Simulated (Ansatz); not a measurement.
M(CO)H with several metals: vertical IE (eV) at several levels, gas phase, relaxed structures; Ansatz. Core potentials for Ag, Au in the def2 sets, no spin–orbit coupling. Names give formal oxidation states. The structures are stationary points that may keep the symmetry of their start. Correlated methods freeze inner cores and use unrestricted references for open shells.

| species | state | geometry | PBE-D4/def2-TZVP | r2SCAN-D4/def2-TZVP | PBE0-D4/def2-TZVP | CCSD(T)/def2-TZVPP |
| --- | --- | --- | --- | --- | --- | --- |
| Au(CO)H (CHAuO) | singlet to doublet | PBE0-D4/def2-TZVP | 10.18 | 10.19 | 10.06 | 10.02 |
| Ag(CO)H (CHAgO) | singlet to doublet | PBE0-D4/def2-TZVP | 9.20 | 9.15 | 9.04 | 8.95 |

Estimate the rows for Cu(CO)H (CHCuO) (singlet to doublet, PBE0-D4/def2-TZVP geometry).


```
        species               state           geometry  PBE-D4/def2-TZVP  r2SCAN-D4/def2-TZVP  PBE0-D4/def2-TZVP  CCSD(T)/def2-TZVPP
Cu(CO)H (CHCuO)  singlet to doublet  PBE0-D4/def2-TZVP              9.47                 9.39               9.24                9.17
```

Over the 3 species that have every level, the mean is 9.62 at PBE-D4/def2-TZVP, 9.58 at r2SCAN-D4/def2-TZVP, 9.45 at PBE0-D4/def2-TZVP, 9.38 at CCSD(T)/def2-TZVPP. The mean absolute difference from CCSD(T)/def2-TZVPP, which is a yardstick and not exact, is 0.24 for PBE-D4/def2-TZVP, 0.20 for r2SCAN-D4/def2-TZVP, 0.07 for PBE0-D4/def2-TZVP (levels in sets of like size).
